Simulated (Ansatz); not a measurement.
Geometry optimisation, RKS PBE/def2-SVP in Ansatz.

Input file:

```yaml
crystal:
  periodic: [false, false, false]
  atoms:
    - { symbol: Ga, position_ang: [2.279982, -0.627422, 0.272567] }
    - { symbol: "N", position_ang: [1.801084, 0.750557, -0.947002] }
    - { symbol: H, position_ang: [2.267223, -2.075546, -0.329748] }
    - { symbol: H, position_ang: [2.631887, -0.147279, 1.722311] }
    - { symbol: H, position_ang: [-0.32691, 0.425927, -0.105672] }
    - { symbol: O, position_ang: [-0.834683, -0.081765, 0.557968] }
    - { symbol: Si, position_ang: [-2.507458, -0.12565, 0.399961] }
    - { symbol: H, position_ang: [1.782481, 0.592983, -1.957491] }
    - { symbol: H, position_ang: [1.981119, 1.736255, -0.734472] }
    - { symbol: H, position_ang: [-3.106613, 1.25866, 0.425866] }
    - { symbol: H, position_ang: [-3.013275, -0.911921, 1.572085] }
    - { symbol: H, position_ang: [-2.954937, -0.7947, -0.876373] }
basis:
  gaussian: { orbitals: def2-SVP }
hamiltonian:
  xc: pbe
relax:
  f_tol: 0.03
  max_steps: 50
```

Run as:

```bash
$ ansatz run input.yaml --threads 2 --pin off --max-ram 3072MiB --backend cpu --events-out ev --progress --plain --runs-dir out
```

**Question.** Where does it end, and by what steps?

**Answer.** It converged. The force dipped under the threshold on the way, but the program's further checks kept it going. After 27 steps the energy has fallen by 1.130 eV; H5 moved furthest, 1.73 Å. Parted: H5–O6. Joined: Ga1–O6, N2–H5.

```tsv
step	energy less start (eV)	largest force component (eV/Å)	accepted
0	0.0000	0.693	yes
1	-0.1441	0.477	yes
2	-0.2187	0.853	yes
3	-0.3081	0.924	yes
4	-0.3426	0.789	yes
5	-0.3674	0.377	yes
6	-0.4035	0.874	yes
7	-0.4647	1.030	yes
8	-0.5852	1.447	yes
9	-0.7630	1.716	yes
10	-0.9605	1.285	yes
11	-0.9953	1.216	yes
12	-1.0777	0.718	yes
13	-1.0938	0.322	yes
14	-1.1165	0.399	yes
15	-1.1173	0.264	yes
16	-1.1239	0.065	yes
17	-1.1255	0.034	yes
18	-1.1264	0.010	yes
19	-1.1271	0.047	yes
20	-1.1275	0.036	yes
21	-1.1284	0.038	yes
22	-1.1287	0.075	yes
23	-1.1291	0.045	yes
24	-1.1294	0.011	yes
25	-1.1297	0.010	yes
26	-1.1288	0.131	no
27	-1.1299	0.030	yes
```

```xyz
12
Properties=species:S:1:pos:R:3
Ga 1.074 -0.683 0.296
N 1.692 0.979 -0.903
H 1.257 -1.928 -0.666
H 1.828 -0.440 1.665
H 0.774 1.450 -0.967
O -0.633 0.072 0.241
Si -2.195 -0.362 0.585
H 2.014 0.760 -1.855
H 2.364 1.628 -0.474
H -3.118 0.774 0.211
H -2.411 -0.662 2.054
H -2.645 -1.586 -0.186
```

Run time: 2 min on 2 threads of Arm Neoverse N1, on a shared host, peak memory 0.16 GiB.
